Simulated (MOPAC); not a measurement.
MOPAC input (PM3):

```
PM3 1SCF CHARGE=1 GEO-OK AUX(PRECISION=9) THREADS=1
ClZn

Zn   -0.00000000 1   -0.00000000 1   -0.74981373 1
Cl    0.00000000 1    0.00000000 1    1.32320071 1
```

### Question
What heat of formation does the run end on, and which ionisation energy by Koopmans theorem?

### Answer
223.61 kcal/mol; 16.61 eV.
